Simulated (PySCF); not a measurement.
Computed properties of Sn(H)3(vinyl) (C2H6Sn), SMILES C=[CH][SnH3]

Sn(H)3(vinyl) (C2H6Sn), SMILES C=[CH][SnH3]. Geometry: r2SCAN-D4/def2-SVP. The def2 effective core potentials stand for the cores of Sn; spin–orbit coupling is left out. One conformer was computed; it need not be the lowest. All values are computed for the isolated molecule unless a solvent is named; none is compared with measurement here.

**Structure.** The optimised structure has Cs symmetry. All 21 harmonic modes at r2SCAN-D4/def2-SVP (PySCF) are real, so it is a minimum. With heavy atoms numbered as in [SnH3:1][CH:2]=[CH2:3], the shortest bond between them is C2–C3 at 1.339 Å and the longest Sn1–C2 at 2.142 Å.

**Vibrations.** The strongest infrared lines (harmonic, unscaled, degenerate partners summed) lie at 688 cm⁻¹ (199 km/mol, H 98 %), 1915 cm⁻¹ (195 km/mol, H 99 %), 1924 cm⁻¹ (183 km/mol, H 99 %). The softest mode is at 97 cm⁻¹ and the zero-point energy is 38.4 kcal/mol.

**Electronic structure.** B3LYP/def2-TZVPD (PySCF) places the frontier levels at -7.66 and -0.65 eV, a gap of 7.01 eV, and gives a dipole moment of 0.57 D and a mean polarisability of 70.1 bohr³.

**Excitations.** TDDFT-M06-2X/def2-SVPD (PySCF) has S1 at 6.10 eV (203 nm, f = 0.003, weak); the most intense of the 10 singlets computed lies at 7.24 eV (f = 0.44). T1 (TDA) is at 4.66 eV. No vertical singlet excitation falls in the visible range (under 3.1 eV).
